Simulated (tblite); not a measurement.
C6H9OP.
Numbering: `[CH:1]#[C:2][CH2:3][P@@:4]([CH3:5])(=[O:6])[CH:7]=[CH2:8]` (hydrogens: H9 on C1; H10, H11 on C3; H12, H13, H14 on C5; H15 on C7; H16, H17 on C8)

Computed with GFN2-xTB (tblite), gas phase: L-BFGS steps from a force-field or distance-geometry start until the largest atomic force falls under 0.01 eV/Å.

At the end of the run (lengths in Å): P4–C7 1.814, C3–P4 1.852, P4=O6 1.467, P4–C5 1.833, C2–C3 1.438, C7=C8 1.321, C1–H9 1.049, O6–P4–C7 114.9°, C2–C3–P4 112.6°, P4–C7–C8 118.9°, C5–P4–O6 114.2°, C2–C3–P4–C5 55°, C3–P4–C7–C8 -125°, H12–C5–P4–C3 -175°.

**Question.** These geometries were met on the way; a selection of coordinates is given. Order them by energy above the end point, lowest first.
A. P4–C7 1.815, C3–P4 1.852, P4=O6 1.467, P4–C5 1.830, C2–C3 1.438, C7=C8 1.318, C1–H9 1.049, O6–P4–C7 117.9°, C2–C3–P4 115.4°, P4–C7–C8 123.4°, C5–P4–O6 113.9°, C2–C3–P4–C5 53°, C3–P4–C7–C8 -125°, H12–C5–P4–C3 -179°
B. P4–C7 1.818, C3–P4 1.842, P4=O6 1.469, P4–C5 1.814, C2–C3 1.446, C7=C8 1.319, C1–H9 1.059, O6–P4–C7 120.5°, C2–C3–P4 116.6°, P4–C7–C8 122.4°, C5–P4–O6 112.4°, C2–C3–P4–C5 53°, C3–P4–C7–C8 -126°, H12–C5–P4–C3 -178°
C. P4–C7 1.824, C3–P4 1.839, P4=O6 1.436, P4–C5 1.819, C2–C3 1.445, C7=C8 1.304, C1–H9 1.057, O6–P4–C7 121.2°, C2–C3–P4 117.4°, P4–C7–C8 122.0°, C5–P4–O6 112.4°, C2–C3–P4–C5 52°, C3–P4–C7–C8 -126°, H12–C5–P4–C3 -178°
D. P4–C7 1.761, C3–P4 1.799, P4=O6 1.507, P4–C5 1.802, C2–C3 1.467, C7=C8 1.343, C1–H9 1.068, O6–P4–C7 121.4°, C2–C3–P4 116.6°, P4–C7–C8 123.5°, C5–P4–O6 110.2°, C2–C3–P4–C5 53°, C3–P4–C7–C8 -125°, H12–C5–P4–C3 -179°
E. P4–C7 1.811, C3–P4 1.851, P4=O6 1.467, P4–C5 1.833, C2–C3 1.437, C7=C8 1.321, C1–H9 1.049, O6–P4–C7 116.3°, C2–C3–P4 114.9°, P4–C7–C8 122.5°, C5–P4–O6 114.8°, C2–C3–P4–C5 54°, C3–P4–C7–C8 -125°, H12–C5–P4–C3 -179°

**Answer.** E (0.018 eV), A (0.032 eV), B (0.064 eV), C (0.122 eV), D (0.231 eV).

```tsv
step	E above end (eV)	rms distance from the end, all atoms (Å)	largest force (eV/Å)	rms shift of all bonds from the end (Å)
11	0.018	0.083	0.108	0.001
6	0.032	0.094	0.435	0.002
2	0.064	0.101	0.732	0.007
1	0.122	0.102	2.482	0.012
0	0.231	0.104	3.149	0.026
```

Rows stand in the order of the answer.
